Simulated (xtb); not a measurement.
Pb(OH)(SH) (H₂OPbS), SMILES [OH][Pb][SH] (connectivity only; charge and spin as stated), neutral, multiplicity 1. All values are semi-empirical tight-binding results from xtb (GFN2-xTB unless named), good for trends rather than for accurate numbers. The structure is a stationary point at GFN2-xTB. The values are those of a single conformer.

Optimised geometry:

Bonded distances (Å): Pb1–O2 2.103, Pb1–S4 2.529, O2–H3 0.952, S4–H5 1.327. Angles (°): O2–Pb1–S4 100.1, Pb1–O2–H3 127.5, Pb1–S4–H5 95.8.

For metal compounds this method's bond lengths and energies can be far off.

| Item | Value |
|---|---|
| point group as xtb finds it | Cs |
| orbital gap | 2.78 eV |
| zero-point energy | 12.6 kcal/mol |
| G − E(el) at 298.15 K (modified RRHO) | -6.8 kcal/mol |

Computed atomic charges and the Wiberg bond orders between heavy atoms:
charges (e) Pb1 0.68, O2 -0.64, H3 0.28, S4 -0.47, H5 0.15. Bond orders Pb1–O2 0.99, Pb1–S4 1.03.
